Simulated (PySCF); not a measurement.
## Match the barriers

Saddle point of GeH$_{5}$O$_{2}$F, closed shell (GeH₃F ([F][GeH3]) + H₂O₂ ([OH][OH]) → GeH₄O₂ ([OH][O][GeH3]) + HF; bonds formed: Ge1–O7, F2–H6; bonds broken: Ge1–F2, H6–O7), PBE0-D4/def2-TZVP structure:

```
atom    x (Å)    y (Å)    z (Å)
 Ge1  -0.8876  -0.5689   0.2005
  F2   0.8564  -1.1261   1.1755
  H3  -0.7310  -1.8935  -0.5490
  H4  -1.5789  -0.5517   1.5634
  H5  -1.6542   0.3922  -0.7504
  H6   1.1617  -0.0020   0.6291
  O7   0.6323   0.8193   0.1533
  O8   1.1085   0.9841  -1.1737
  H9   1.0926   1.9466  -1.2489
```

PySCF 2.14 with density fitting (its default auxiliary sets; JK sets also for MP2 and CCSD(T)); basis: def2-TZVPP, with def2-QZVPP for the basis limit; cores frozen in the correlated methods. Filled d shells of the heavier atoms are correlated. The def2 sets are not built for correlating such inner shells, so the correlated values are less sure here. Extrapolation: Hartree–Fock as exp(−7.88 √X), correlation as X^−2.97. Four methods, as single points on the PBE0-D4 structures, gave these electronic barriers from the start structure: 22.31, 24.99, 28.11, 41.41 kcal/mol.

The methods were, in alphabetical order, HF, MP2, PBE-D4, r2SCAN-D4. Which gave which? (A judgement: the text doesn't fix the answer.)

By the calculation: PBE-D4 22.31; r2SCAN-D4 24.99; MP2 28.11; HF 41.41 kcal/mol. For comparison, CCSD(T) at an estimated basis limit (MP2 extrapolated from triple and quadruple zeta, plus CCSD(T) − MP2 in triple zeta) gives 29.55 kcal/mol.

The T1 diagnostic stays at or below 0.014.

Labels in which every atom is bracketed show which atoms are joined, not bond orders.

For scale, one of the runs: CCSD(T)/def2-TZVPP, 211 basis functions, launched by `OMP_NUM_THREADS=4 python run.py`. Time: 19 min of wall clock on 4 CPU threads of an Arm Neoverse V1; the host was shared. Peak host memory: 4.2 GiB.
